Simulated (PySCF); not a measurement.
# Potential energy of Ca2 along the bond

Set-up: basis Ca x2c-TZVPPall; spin-free X2C with a Gaussian nucleus; PySCF 2.14. Energies in eV from Ca + Ca in their ground configurations at the same level. State: ¹Σg⁺ (singlet), closed shell.

| R (Å) | TPSS |
| --- | --- |
| 3.671 | -0.1399 |
| 3.842 | -0.2059 |
| 4.013 | -0.2362 |
| 4.141 | -0.2426 |
| 4.269 | -0.2393 |
| 4.397 | -0.2294 |
| 4.568 | -0.2096 |
| 4.781 | -0.1800 |
| 5.037 | -0.1436 |
| 5.379 | -0.1006 |

**Question.** Put a parabola through the three lowest points of the TPSS curve and estimate Re, k and ωe (reduced mass 19.98 u; 1 eV/Å² = 0.16022 mdyn/Å; ωe = 1302.8·√(k/μ) cm⁻¹).

**Answer.** Through R = 4.013, 4.141, 4.269 Å the second-order coefficient is 0.296 eV/Å², so Re ≈ 4.161 Å, k ≈ 0.0949 mdyn/Å and ωe ≈ 90 cm⁻¹. A polynomial fit of higher order to the unrounded TPSS energies gives Re = 4.155 Å, k = 0.0904 mdyn/Å, ωe = 87.6 cm⁻¹; anharmonicity and rounding make the difference.

The higher-order fit for each curve: TPSS: Re = 4.155 Å, ωe = 87.6 cm⁻¹, De = 0.243 eV.

Closed-shell solutions of metal pairs were not tested for spin polarisation, which can lower them a little. The bond is weak. Basis-set superposition, not corrected here, can be much of De in a small basis, most of all at correlated wavefunction levels. Functionals without a dispersion term scatter widely for such bonds, and LDA overbinds them.
